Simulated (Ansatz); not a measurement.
`B[CH2][GeH2][SeH]` + H₂ → `[CH3][GeH2][SeH]` + BH₃ at 700 K and 1 bar (hydrogenolysis of a C–B bond).

Calculated with Ansatz (gas phase, PBE0-D4/def2-TZVP geometries, no zero-point term in ΔE). CCSD(T)/CBS is the MP2 limit (def2-TZVPP, def2-QZVPP) plus CCSD(T) − MP2 in def2-TZVPP, frozen cores. This one scheme is used for every species. For Ge, Se outer-core shells are correlated without core-valence functions, which leaves a few kJ/mol of doubt a bond. Scalar relativity is left out up to krypton. Each species was taken in one conformer, which may not be the lowest.

```json
{"species": "`B[CH2][GeH2][SeH]`", "CCSD(T)/CBS energy (Eh)": "-4543.88584", "H − E (kJ/mol)": "272.6", "S (J/(mol·K))": "500.1"}
{"species": "H₂", "CCSD(T)/CBS energy (Eh)": "-1.17544", "H − E (kJ/mol)": "46.8", "S (J/(mol·K))": "155.3"}
{"species": "`[CH3][GeH2][SeH]`", "CCSD(T)/CBS energy (Eh)": "-4518.50643", "H − E (kJ/mol)": "226.8", "S (J/(mol·K))": "441.3"}
{"species": "BH₃", "CCSD(T)/CBS energy (Eh)": "-26.55200", "H − E (kJ/mol)": "96.5", "S (J/(mol·K))": "225.0"}
```

H − E and S are ideal-gas, rigid-rotor, harmonic terms from PBE0-D4/def2-TZVP, for one conformer and one mirror image of each species. The MP2-based limit puts H₂ 0.8 mEh under its directly extrapolated value; such offsets cancel only in part. 1 Eh = 2625.50 kJ/mol, R = 8.31446 J/(mol·K).

Q: By hand: ΔE, ΔH, ΔS and ΔG.

A: ΔE = (-4518.50643) + (-26.55200) − (-4543.88584) − (-1.17544) = 0.00285 Eh = 7.5 kJ/mol. Δ(H − E) = 226.8 + 96.5 − 272.6 − 46.8 = 3.9, so ΔH = 11.4 kJ/mol. ΔS = 441.3 + 225.0 − 500.1 − 155.3 = 10.9 J/(mol·K). ΔG = 11.4 − 700 × (10.9)/1000 = 3.8 kJ/mol.

Q: By hand: the equilibrium constant, and the temperature at which ΔG would vanish if ΔH and ΔS stayed fixed.

A: log₁₀ K = −ΔG/(RT ln 10) = -0.3. ΔG = 0 at ΔH/ΔS = 1046 K, though so small a ΔS makes that figure unsure.

TΔS isn't small against ΔH here. The sign of ΔG lies within the doubt. A doubt of 5 kJ/mol in ΔE shifts log₁₀ K by 0.4 here. Other conformers and mirror images would add mixing entropy, several J/(mol·K) or more a flexible species. Modes under 60 cm⁻¹, often nearly free rotors, make the harmonic entropy too high. These are equilibria of isolated gas molecules and say nothing of rates. Largest T1 diagnostic: 0.010 (customary marks: 0.02 for closed shells, 0.045 for open ones).
